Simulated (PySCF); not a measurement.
## Electron correlation in Se (selenium, neutral)

[Ar] 3d10 4s2 4p3 4d1, high-spin 5D determinant (an excited configuration). Calculation: PySCF 2.14, in aug-cc-pVQZ-PP with ECP10MDF (7s6p5d3f2g, 89 functions); a scalar-relativistic core potential. Frozen: 3s2 3p6 3d10; 6 electrons correlated.

```tsv
level	correlation energy (mhartree)
CCSD	-103.90
(T)	-3.70
CCSD(T)	-107.60
```

Diagnostics: T1 = 0.0067, D1 = 0.0196, largest double amplitude 0.040.

Question: Is a single reference adequate?

Answer: Yes, within this model without spin-orbit coupling: T1 lies below 0.03 and no double amplitude reaches 0.07.
